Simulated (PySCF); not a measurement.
Predicted microwave data (PBE0/pcSseg-1 in PySCF (dipole) on a GFN2-xTB geometry, gas phase) for one isomer of C6H13PSi:

```
Rotational constants : A = 2191, B = 573.6, C = 491.9 MHz
Dipole components    : |μa| = 2.19 D, |μb| = 0.41 D, |μc| = 0.34 D
Inertial defect      : -84.38 u·Å²
κ                    : -0.90
```

Question: Which structure is it? (One computed conformer of each.)
A. `[CH3:1][C:2]#[C:3][P:4]([CH3:5])[SiH:6]([CH3:7])[CH3:8]` with C3–P4–Si6–C7 68°
B. `[CH:1]#[C:2][PH:3][CH2:4][Si:5]([CH3:6])([CH3:7])[CH3:8]` with C2–P3–C4–Si5 170°
C. `[CH3:1][CH:2]([CH3:3])[C:4]#[C:5][Si@H:6]([CH3:7])[PH2:8]` with C5–Si6–P8–H -48° and 45°

Answer: C. It is CC(C)C#C[Si@H](C)P, a near-prolate asymmetric top, point group C1. The candidates at the same level (rigid rotor, commonest isotopes):

```csv
SMILES,A (MHz),B (MHz),C (MHz),μa (D),μb (D),μc (D),Δ (u·Å²),point group,rotor
C#CPC[Si](C)(C)C,2531,662.7,639.6,1.11,0.99,0.42,-172.08,C1,near-prolate asymmetric top
CC(C)C#C[Si@H](C)P,2191,573.6,491.9,2.19,0.41,0.34,-84.38,C1,near-prolate asymmetric top
CC#CP(C)[SiH](C)C,1988,816.8,635.8,0.38,0.41,1.07,-78.04,C1,asymmetric top
```

`C#CPC[Si](C)(C)C` has C 30 % too high; `CC#CP(C)[SiH](C)C` has B 42 % too high. No structure here is proved a minimum.
